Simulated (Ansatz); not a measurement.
Program: Ansatz. Geometries: PBE0-D4/def2-TZVP. ΔE: electronic, gas phase. CBS: MP2 limit from def2 TZ/QZ plus the TZ coupled-cluster correction, frozen cores. Functionals use def2-TZVPP. def2 core potentials past Kr. For Br, Cd, In outer-core shells are correlated without core-valence functions, which leaves a few kJ/mol of doubt a bond. Scalar relativity is left out up to krypton. One conformer a species, not always the lowest.

Consider the redistribution: `[SiH3][O][In]([SH])[Br]` + `[NH2][Cd][Cl]` → `[NH2][In]([SH])[Br]` + `[SiH3][O][Cd][Cl]`.

```tsv
level	ΔE (kcal/mol)
PBE0-D4	-0.1
ωB97X-V	-0.7
B2PLYP	0.1
HF/def2-TZVPP	-2.4
HF/def2-QZVPP	-2.4
MP2/def2-QZVPP	0.7
HF/CBS(def2)	-2.4
CCSD/CBS(def2)	-0.2
```

(1) What does CCSD(T)/CBS give? (An estimate is asked.)

Largest T1 diagnostic among the species: 0.014.

Answers

(1) Computed: +0.3 kcal/mol. The listed levels differ from it by -0.4, -1.0, -0.2, -2.7, -2.7, 0.4, -2.7, -0.5 kcal/mol.

From PBE to PBE0 (25 % exact exchange), in def2-TZVPP and without D4, ΔE moves by −0.9 kcal/mol. In def2-TZVPP, CCSD(T) changes the Hartree–Fock value by +2.4 kcal/mol (the triples alone add +0.5 kcal/mol) and MP2 by +2.9 kcal/mol.
